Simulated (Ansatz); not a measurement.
Reaction (formal hydrolysis of a B–Si bond): `CB(F)[SiH2]O` + H₂O → `CB(O)F` + `O[SiH3]`

Computed with Ansatz on PBE0-D4/def2-TZVP structures; ΔE is electronic, products minus reactants. CCSD(T)/CBS is the MP2 limit (def2-TZVPP, def2-QZVPP) plus CCSD(T) − MP2 in def2-TZVPP, frozen cores. This one scheme is used for every species. One conformer a species, not always the lowest.

`CB(F)[SiH2]O`:

Cartesian coordinates in Å:
```
C -1.511 -0.106 -0.782
B 0.032 -0.286 -0.905
F 0.528 -0.791 -2.036
Si 1.384 0.160 0.562
O 0.685 0.870 1.888
H -1.896 -0.908 -0.136
H -2.034 -0.171 -1.739
H -1.772 0.828 -0.279
H 2.380 1.148 0.071
H 2.123 -1.082 0.950
H 0.081 0.338 2.407
```

H₂O:

Z-matrix (Å, degrees):
```
O
H 1 0.960
H 1 0.960 2 105.1
```

`CB(O)F`:

Cartesian coordinates in Å:
```
C -0.413 0.592 0.721
B 0.122 -0.440 -0.316
O 1.030 -0.106 -1.262
F -0.321 -1.707 -0.288
H -0.208 0.248 1.739
H 0.026 1.581 0.592
H -1.501 0.679 0.643
H 1.266 -0.846 -1.830
```

`O[SiH3]`:

Z-matrix (Å, degrees):
```
Si
O 1 1.648
H 1 1.489 2 111.7
H 1 1.489 2 111.7 3 120.9
H 1 1.481 2 105.9 3 -119.6
H 2 0.957 1 117.9 3 -60.5
```

```tsv
species	CCSD(T)/CBS(def2) energy (Eh)
`CB(F)[SiH2]O`	-530.59780
H₂O	-76.37941
`CB(O)F`	-240.35473
`O[SiH3]`	-366.69042
```

Q: Work out ΔE.

A: ΔE = (-240.35473) + (-366.69042) − (-530.59780) − (-76.37941) = -0.06794 Eh = -178.4 kJ/mol.

Largest T1 diagnostic among the species: 0.013.

From PBE to PBE0 (25 % exact exchange), in def2-TZVPP and without D4, ΔE moves by −6.3 kJ/mol. In def2-TZVPP, CCSD(T) changes the Hartree–Fock value by +21.0 kJ/mol (the triples alone add +2.4 kJ/mol) and MP2 by +16.1 kJ/mol.
